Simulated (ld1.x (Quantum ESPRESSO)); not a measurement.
## How hard is this indium TM potential?

* Element: In
* Generator: ld1.x (Quantum ESPRESSO) 7.5
* Type: norm-conserving Troullier–Martins (Kleinman–Bylander form)
* Functional: PBE
* Relativity: scalar-relativistic
* Frozen core: [Kr] 4d10
* Valence charge: 3
* Reference configuration: 5s2 5p1
* Partial waves: 5s (bound): rc 1.85 bohr; 5p (bound): rc 2.40 bohr
* Local potential: the p channel
* Core correction: Bessel-smoothed model core inside 1.80 bohr

The pseudo-atom Hamiltonian at the reference potential is diagonalised in spherical Bessel functions j_l(qr) that vanish at 20 bohr, with q² up to the cutoff. All-electron valence levels (Ry): 5s -0.6035, 5p -0.1851.

How do the lowest levels (Ry) of each channel move with the cutoff, and are there ghosts?

```tsv
cutoff (Ry)	s #1	p #1	d #1	d #2	f #1	f #2	Σ f·Δε (mRy)
8	-0.5926	-0.1827	0.0406	0.1219	0.0989	0.2199	24.1
10	-0.5940	-0.1842	0.0406	0.1218	0.0989	0.2199	19.9
12	-0.5942	-0.1848	0.0406	0.1218	0.0989	0.2199	18.9
18	-0.5993	-0.1850	0.0406	0.1217	0.0989	0.2199	8.5
21	-0.6013	-0.1850	0.0406	0.1217	0.0989	0.2199	4.5
25	-0.6023	-0.1851	0.0406	0.1217	0.0989	0.2199	2.5
30	-0.6025	-0.1851	0.0406	0.1217	0.0989	0.2199	2.0
35	-0.6026	-0.1851	0.0406	0.1217	0.0989	0.2199	1.8
45	-0.6032	-0.1851	0.0406	0.1217	0.0989	0.2199	0.6
50	-0.6034	-0.1851	0.0406	0.1217	0.0989	0.2199	0.3
55	-0.6034	-0.1851	0.0406	0.1217	0.0989	0.2199	0.2
400	-0.6035	-0.1851	0.0406	0.1217	0.0989	0.2199	0.0
```

Result: no extra level below or beside the all-electron valence levels (s, p, d, f tested); 10 mRy is reached at 18 Ry and 1 mRy at 45 Ry.
